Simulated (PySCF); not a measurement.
## Name the molecule from its bond curve

A diatomic of charge 0 contains Cr. Its sextet curve at PBE0 in a triple-zeta basis (no relativity, PySCF), in eV from the separated fragments:

```tsv
R (Å)	E (eV)
1.749	-0.947
1.831	-1.190
1.912	-1.323
1.973	-1.370
2.034	-1.382
2.095	-1.369
2.176	-1.321
2.278	-1.230
2.400	-1.097
2.563	-0.907
```

The fit gives ωe = 461 cm⁻¹ and the rotational constant Bₑ = 0.4502 cm⁻¹.

**Question.** Which atom is the partner?

**Answer.** The minimum lies at 2.030 Å, so the reduced mass is 16.8576 u Å² cm⁻¹/(Bₑ·Re²) = 9.087 u. With Cr at 51.94 u the partner weighs about 11.0 u: B. The molecule is CrB.

The state is the lowest single determinant that the PBE0 search found; with open d or f shells the true ground state can be another one.
